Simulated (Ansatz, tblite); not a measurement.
Forces on Zn₂Te⁺ at its PBE-D4/def2-TZVP geometry. Total charge 1; doublet.

In the def2 sets Te takes a core potential; there is no spin–orbit coupling. The xTB rows come from tblite. The structure comes from a short search, and lower isomers may exist.

GFN1-xTB (tblite), largest force 1.35 eV/Å:

```xyz
3
positions Å, forces eV/Å
Zn   -1.394    1.393    0.974    0.666    0.175   -0.249
Zn    0.664   -1.940   -0.792    0.392    0.618   -0.015
Te    0.731    0.548   -0.182   -1.058   -0.793    0.264
```

GFN2-xTB (tblite), largest force 0.42 eV/Å:

```
Zn -0.131 0.374 0.154
Zn 0.267 -0.271 -0.188
Te -0.136 -0.102 0.034
```

PBE0-D4/def2-TZVP (Ansatz), largest force 0.13 eV/Å:

```
Zn 0.100 -0.066 -0.061
Zn -0.019 0.127 0.041
Te -0.081 -0.061 0.020
```
